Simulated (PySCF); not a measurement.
Job file and geometry (Å, from GFN2-xTB) of an NMR shielding run on SMILES BC(=C)CC(F)(F)F, C$_{4}$H$_{6}$BF$_{3}$, GIAO PBE0/pcSseg-1 NMR shielding, non-relativistic, gas phase (PySCF 2.14.0, density-fitted response routines); density fitting, a coarse starting grid and PySCF grid level 2 are the driver's defaults:

```
$ OMP_NUM_THREADS=1 python probes_run.py task.json out

{"job": {"kind": "nmr", "xc": "PBE0", "basis": "pcSseg-1"}, "charge": 0, "multiplicity": 1}
B     -1.180981     1.508242    -0.156642
C     -0.764078     0.018834    -0.046329
C     -1.468256    -0.868312     0.664014
C      0.493744    -0.460725    -0.746177
C      1.702042    -0.157796     0.118911
F      1.856781     1.150357     0.367470
F      1.641231    -0.767812     1.313286
F      2.847825    -0.570421    -0.453039
H     -2.044411     1.910461     0.516797
H     -0.653722     2.213107    -0.923658
H     -1.197242    -1.912056     0.732229
H     -2.354319    -0.574718     1.199714
H      0.638069     0.051084    -1.698510
H      0.482639    -1.540715    -0.910232
```

Task: What does the program print?

Result: 
```
coarse grid: 12408 points
cycle   1  E = -479.6365278935  dE =  1.031e+00  |g| = 8.754e-01  |ddm| = 3.197e+00
cycle   2  E = -479.5230330295  dE =  1.135e-01  |g| = 1.269e+00  |ddm| = 1.068e+00
cycle   3  E = -479.7698363507  dE = -2.468e-01  |g| = 6.075e-02  |ddm| = 6.192e-01
cycle   4  E = -479.7704062669  dE = -5.699e-04  |g| = 3.636e-02  |ddm| = 8.002e-02
cycle   5  E = -479.7706899927  dE = -2.837e-04  |g| = 1.157e-02  |ddm| = 3.594e-02
cycle   6  E = -479.7707197550  dE = -2.976e-05  |g| = 3.442e-03  |ddm| = 1.003e-02
cycle   7  E = -479.7707227969  dE = -3.042e-06  |g| = 7.191e-04  |ddm| = 3.184e-03
final grid: 123088 points
cycle   8  E = -479.8363097827  dE = -5.245e-05  |g| = 7.824e-03  |ddm| = 2.625e-02
cycle   9  E = -479.8363039303  dE =  5.852e-06  |g| = 9.937e-03  |ddm| = 1.367e-02
cycle  10  E = -479.8363243307  dE = -2.040e-05  |g| = 8.872e-04  |ddm| = 7.033e-03
cycle  11  E = -479.8363244736  dE = -1.430e-07  |g| = 2.326e-04  |ddm| = 7.601e-04
cycle  12  E = -479.8363244815  dE = -7.907e-09  |g| = 8.160e-05  |ddm| = 1.860e-04
cycle  13  E = -479.8363244832  dE = -1.626e-09  |g| = 2.164e-05  |ddm| = 8.279e-05
cycle  14  E = -479.8363244833  dE = -9.811e-11  |g| = 9.787e-06  |ddm| = 2.454e-05
converged SCF energy = -479.8363244833

GIAO shielding tensors (ppm)
atom      isotropic    diamagn.    paramagn.     s11        s22        s33       span
  0 B       24.887     192.768    -167.880    -29.414    -15.970    120.046    149.459
  1 C       31.060     258.940    -227.881    -91.409      4.610    179.978    271.386
  2 C       23.454     253.860    -230.406    -89.069     17.456    141.974    231.042
  3 C      137.831     250.130    -112.299    126.671    133.343    153.479     26.808
  4 C       51.808     242.597    -190.789     49.460     50.361     55.603      6.144
  5 F      257.480     475.385    -217.905    174.031    262.178    336.232    162.201
  6 F      253.126     475.573    -222.447    166.343    260.092    332.944    166.601
  7 F      248.566     470.941    -222.375    157.906    245.565    342.227    184.321
  8 H       24.687      30.261      -5.574     19.116     27.243     27.702      8.586
  9 H       24.584      30.233      -5.649     17.848     26.500     29.403     11.555
 10 H       24.664      31.184      -6.520     19.754     24.691     29.547      9.793
 11 H       24.836      30.500      -5.665     22.023     24.662     27.822      5.799
 12 H       28.241      30.476      -2.235     25.754     26.687     32.282      6.527
 13 H       28.775      31.009      -2.235     25.888     28.073     32.362      6.474
```

Size and cost of the density-fitted run: 166 basis functions, 21 s wall time on 1 thread of an Arm Neoverse V2, shared host; peak memory 0.74 GiB.
